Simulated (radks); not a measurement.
Values are calculated unless marked as measured or tabulated.
Q: These are the eigenvalues of the occupied orbitals of an atom or ion with whole-number occupations (hartree). Level of theory: scalar-relativistic Kohn-Sham, PBE, spin-unpolarised, spherical densities, finite nucleus; Fermi nuclear charge, rms radius of each element as measured or else 0.836 A^(1/3) + 0.57 fm (a radial shooting solver on a logarithmic mesh with Libxc functionals).

| orbital | eigenvalue |
|---|---|
| 1s | -33.60960 |
| 2s | -3.79788 |
| 2p | -2.96011 |

Which element is it, and in what charge state? The configuration may be excited.

A: Z = 10, neon, charge +3: Ne3+ in [He] 2s2 2p3. The list shows which subshells hold electrons but not how many an open one holds; the 1s level, -33.61 hartree, gives Z - s = 8.2 by -(Z - s)^2/2, which with screening and relativity narrows Z to a few neighbours, and the depths of the outer levels then fix element, charge and occupations together.
